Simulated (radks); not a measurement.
Task: All-electron atom: the neodymium ion Nd+ in [Xe] 4f4 6s1 (the NIST ground configuration). Calculated with a radial shooting solver on a logarithmic mesh with Libxc functionals: Dirac Kohn-Sham, PBE, spin-unpolarised, spherical densities, point nucleus; open shells are shared between the two j in proportion to 2j + 1. Some entries of the table are withheld. Estimate them.

orbital     occ.  eigenvalue (hartree)  r(max) (bohr)  <r^2> (bohr^2)
1s1/2          2             -1593.791        0.01509       0.0007598
2s1/2          2             -257.8490        0.08565         0.01197
2p1/2          2                   (1)        0.06508        0.008750
2p3/2          4                   (2)        0.07053         0.01000
3s1/2          2             -56.10961         0.2439         0.08093
3p1/2          2             -50.17225         0.2308         0.07596
3p3/2          4             -46.35668         0.2425         0.08332
3d3/2          4             -36.02490         0.1941         0.06759
3d5/2          6             -35.20018         0.1974         0.06967
4s1/2          2             -11.33132         0.5655          0.4163
4p1/2          2              -9.09116         0.5730          0.4428
4p3/2          4              -8.26410         0.5980          0.4835
4d3/2          4                   (3)         0.6141          0.5712
4d5/2          6                   (4)         0.6223          0.5877
5s1/2          2              -1.70403          1.322           2.442
5p1/2          2              -1.10796            (5)             (6)
5p3/2          4              -0.99670            (7)             (8)
6s1/2          1              -0.30120          3.546           18.16
4f5/2    1.71429                   (9)           (10)           1.669
4f7/2    2.28571                  (11)           (12)           1.740

Result: 
(1) 2p1/2 eigenvalue (hartree): -243.9365
(2) 2p3/2 eigenvalue (hartree): -224.8237
(3) 4d3/2 eigenvalue (hartree): -4.58477
(4) 4d5/2 eigenvalue (hartree): -4.43868
(5) 5p1/2 r(max) (bohr): 1.449
(6) 5p1/2 <r^2> (bohr^2): 3.140
(7) 5p3/2 r(max) (bohr): 1.522
(8) 5p3/2 <r^2> (bohr^2): 3.491
(9) 4f5/2 eigenvalue (hartree): -0.28925
(10) 4f5/2 r(max) (bohr): 0.6601
(11) 4f7/2 eigenvalue (hartree): -0.27436
(12) 4f7/2 r(max) (bohr): 0.6653
